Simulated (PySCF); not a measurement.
# One molecule, several mistakes: FHNOSi anion

All numbers below are calculated, not measured. The program is PySCF 2.14.0, an open-source quantum chemistry code, run on an isolated molecule that a program drew, which may never have been made. The molecule is FHNOSi anion (charge -1, singlet), drawn as the SMILES string `N=[Si]([O-])F`.

Each row is a Hartree-Fock (HF) and frozen-core CCSD(T) single point in the aug-cc-pV(D+d)Z basis, meant for a local HF minimum. Run 1 is clean. Each other run has one planted mistake out of seven kinds, and not every kind appears here: one electron removed, one electron added, multiplicity raised by two, geometry at a saddle point, minimal basis STO-3G, one bond length entered in bohr, all coordinates scaled. The reference is restricted for singlets and unrestricted otherwise, and also for a bond in bohr. Adding or removing an electron swaps singlet and doublet. Electrons count all cores. HOMO and LUMO are orbital energies over both spins, the gradient is its largest component, and the lowest frequency (negative if imaginary) is given only where the gradient is small. Bond lengths are over the 4 bonds as drawn. T1 is the CCSD diagnostic: over 0.02 (restricted) or 0.045 (unrestricted) a single reference is doubtful.

Geometry of the clean run:
```xyz
5
FHNOSi anion, angstrom
N     0.4969   -1.0711   -0.6942
Si    1.2380   -0.0252    0.2805
O     1.5784   -0.0250    1.7664
F     1.7407    1.3363   -0.4693
H     0.4234   -0.7767   -1.6519
```

```
run,electrons,basis functions,<S^2>,HOMO (eV),LUMO (eV),gradient (hartree/bohr),lowest frequency (cm^-1),mean bond (Å),longest bond (Å),T1,HF (hartree),CCSD(T) (hartree),mistake
1,40,110,0.000,-4.83,4.22,2.5e-05,356,1.4432,1.634,0.0180,-518.42030,-519.14025,no fault
2,40,110,0.000,-4.86,4.24,1.9e-01,-,1.3278,1.503,0.0156,-518.36249,-519.05813,all coordinates scaled
3,40,110,0.000,-6.97,3.53,2.9e-02,-,1.8066,3.087,0.0275,-518.27020,-519.01847,one bond length entered in bohr
4,40,110,2.007,0.20,3.15,8.8e-02,-,1.4432,1.634,0.0452,-518.31004,-518.99742,?
```

**Which mistake was planted in run 4, and what did it cost?**

Electrons, basis and geometry are unchanged, and <S^2> is 2.007, beside S(S+1) = 2.00 for a multiplicity of 3. So the mistake is: multiplicity raised by two. Subtracting run 1 and multiplying by 627.51 kcal/mol a hartree, the energy moved by 69.2 kcal/mol in HF and 89.6 kcal/mol in CCSD(T).

Cautions from the logs. Run 4: T1 is over the limit, so its CCSD(T) energy is less reliable and the HOMO is above zero, so the electron isn't bound and the energy depends on the basis.
